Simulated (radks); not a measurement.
Removal energies from neutral tungsten, [Xe] 4f14 5d5 6s1, by Delta-SCF beside the eigenvalue of the level emptied. All-electron calculation, scalar-relativistic Kohn-Sham, r2SCAN, spin-polarised, spherical densities, finite nucleus; meta-GGA in the generalised Kohn-Sham scheme; Fermi nuclear charge, rms radius of each element as measured or else 0.836 A^(1/3) + 0.57 fm. Program: a radial shooting solver on a logarithmic mesh with Libxc functionals. Open shells are filled with parallel spins first.

\begin{tabular}{lrrr}
removed from & final configuration & Delta-SCF (eV) & -eigenvalue (eV) \\ \hline
5d & [Xe] 4f14 5d4 6s1 & 8.536 & 4.323 \\
6s & [Xe] 4f14 5d5 & 9.002 & 6.138 \\
4f & [Xe] 4f13 5d5 6s1 & 39.264 & 30.369 \\
5p & [Kr] 4d10 4f14 5s2 5p5 5d5 6s1 & 44.957 & 40.166 \\
\end{tabular}
